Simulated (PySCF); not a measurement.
## How methods differ on the excitation energy of Zn²⁺

Zn²⁺ [Ar] 3d10 (1S) → Zn²⁺ [Ar] 3d9 4s1 (3D), as a difference of total energies. All numbers are calculated (PySCF 2.14, no relativity, point nucleus, in dyall-av2z (16s12p7d2f, 101 functions)). Correlated levels: valence: [Ar] frozen; virtual orbitals above 40 to 60 times the deepest correlated orbital energy dropped. The calculations carry no spin-orbit coupling.

```json
{"method": "UHF", "excitation energy (eV)": "8.847"}
{"method": "MP2 (valence)", "excitation energy (eV)": "10.892"}
{"method": "SCS-MP2 (valence)", "excitation energy (eV)": "10.700"}
{"method": "CCSD (valence)", "excitation energy (eV)": "10.323"}
{"method": "CCSD(T) (valence)", "excitation energy (eV)": "10.393"}
```

**Question.** How much does correlation contribute at CCSD(T) (valence)?

**Answer.** 10.393 − (8.847) = 1.546 eV, measured against UHF.

A first-order spin-orbit estimate (lowest level to lowest level, LS coupling) adds -0.137 eV.
